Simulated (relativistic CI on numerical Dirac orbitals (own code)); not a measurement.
# One change at a time: Cs⁵³⁺

Base calculation: Dirac-Coulomb-Breit CI, orbitals from a KLI potential per configuration, model QED, unscaled Slater integrals.

CI space: 1s², 1s2s, 1s2p, 1s3s, 1s3p, 1s3d, 1s4s, 1s4p, 1s4d, 1s4f, 1s5s, 1s5p, 1s5d, 1s5f, 1s5g, 1s6s, 1s6p, 1s6d, 2s². Levels of other configurations are missing.

Variants: (1) one mean potential for all configurations. Shifts of the energy above 1s² ¹S0, in eV, for the lowest level and the first level of each name with at least 55 % of one term (blank where a level changes its place among those of its configuration and J or its character, or is not in the variant):

```csv
Level,Base,Δ(1)
1s² ¹S0,0.0,0.0
1s2s ³S1,31310.3,-0.9
1s2p ³P°1,31389.5,-0.9
1s2p ³P°0,31396.4,-1.0
1s2s ¹S0,31398.4,-0.1
1s2p ³P°2,31810.4,-0.9
1s2p ¹P°1,31846.4,-0.8
1s3s ³S1,37235.9,-0.8
1s3p ³P°1,37257.4,-0.9
1s3p ³P°0,37259.3,-0.9
1s3s ¹S0,37259.4,-0.6
1s3p ³P°2,37382.6,-0.8
1s3d ³D2,37391.0,-0.8
1s3d ³D1,37392.6,-0.8
1s3p ¹P°1,37392.9,-0.8
1s3d ³D3,37430.2,-0.8
1s3d ¹D2,37431.6,-0.8
1s4s ³S1,39282.7,-0.8
1s4p ³P°1,39291.5,-0.8
1s4p ³P°0,39292.3,-0.8
1s4s ¹S0,39292.3,-0.7
1s4p ³P°2,39344.1,-0.8
```

At this charge energies of transitions that change n are usually good to better than 1 %, and those within a shell (Δn = 0) to a few per cent.

Ionisation energy from the two ground configurations alone: base 41858.2 eV. The NIST ASD value (theoretical) is 41861.1 eV.

LS names give the leading component of a level, which can be under half, so a name can repeat, a term be missing and a line seem to break the LS rules.
